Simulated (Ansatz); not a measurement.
C8H15NO2Zr (`C[O][Zr]1234([OH])([N](C)C)[C@H]5[C@@H]1[C@@H]2[C@@H]3[C@H]54`). Total charge 0; spin multiplicity 1. Zr takes the def2 core potential. The structure was optimised at the PBE0-D4/def2-TZVP level. It is one conformer, not always the lowest.

```xyz
27

C     0.640   -0.959    3.128
O     0.087   -0.957    1.860
Zr   -0.649   -0.211    0.233
O    -2.525   -0.721    0.025
N     0.307   -1.267   -1.237
C    -0.228   -1.352   -2.570
C     1.678   -1.691   -1.164
C    -0.995    2.056   -0.854
C     0.399    1.846   -0.798
C     0.784    1.856    0.559
C    -0.370    2.095    1.340
C    -1.466    2.218    0.469
H     1.024    0.034    3.401
H    -0.103   -1.253    3.879
H     1.474   -1.669    3.184
H    -3.438   -0.453    0.078
H    -0.187   -2.383   -2.952
H    -1.278   -1.044   -2.588
H     0.324   -0.719   -3.285
H     1.794   -2.734   -1.495
H     2.341   -1.077   -1.798
H     2.048   -1.632   -0.137
H    -1.597    2.088   -1.751
H     1.052    1.686   -1.643
H     1.785    1.705    0.937
H    -0.405    2.150    2.419
H    -2.493    2.388    0.759
```

(1) What is the dipole moment at ωB97M-V/def2-TZVPP? (Best estimate.)

(2) And with PBE, r2SCAN, B3LYP? (Best estimate.)

(3) Give the Mulliken charges with ωB97M-V, B3LYP, PBE in def2-TZVPP. (Best estimate.)

Results:

(1) Computed: 1.38 D, with components (-0.10, 1.31, 0.45) D in this frame, pointing from negative to positive charge.

(2) Computed: PBE 1.01 D, r2SCAN 1.10 D, B3LYP 1.22 D.

(3) Ansatz gave: 
| atom | ωB97M-V | B3LYP | PBE |
| --- | --- | --- | --- |
| C1 | -0.19 | -0.12 | -0.14 |
| O2 | -0.44 | -0.48 | -0.39 |
| Zr3 | 0.89 | 1.05 | 0.80 |
| O4 | -0.44 | -0.49 | -0.43 |
| N5 | -0.35 | -0.36 | -0.28 |
| C6 | -0.23 | -0.16 | -0.16 |
| C7 | -0.23 | -0.17 | -0.17 |
| C8 | -0.14 | -0.17 | -0.13 |
| C9 | -0.14 | -0.14 | -0.14 |
| C10 | -0.15 | -0.18 | -0.14 |
| C11 | -0.16 | -0.17 | -0.16 |
| C12 | -0.15 | -0.16 | -0.14 |
| H13 | 0.09 | 0.07 | 0.07 |
| H14 | 0.12 | 0.10 | 0.10 |
| H15 | 0.11 | 0.10 | 0.09 |
| H16 | 0.15 | 0.16 | 0.16 |
| H17 | 0.11 | 0.08 | 0.08 |
| H18 | 0.11 | 0.09 | 0.09 |
| H19 | 0.10 | 0.07 | 0.07 |
| H20 | 0.11 | 0.08 | 0.08 |
| H21 | 0.10 | 0.07 | 0.07 |
| H22 | 0.10 | 0.08 | 0.08 |
| H23 | 0.13 | 0.14 | 0.13 |
| H24 | 0.13 | 0.13 | 0.12 |
| H25 | 0.13 | 0.13 | 0.12 |
| H26 | 0.13 | 0.13 | 0.12 |
| H27 | 0.13 | 0.13 | 0.12 |

B3LYP here is the variant with VWN-RPA as its local correlation; programs differ in this.
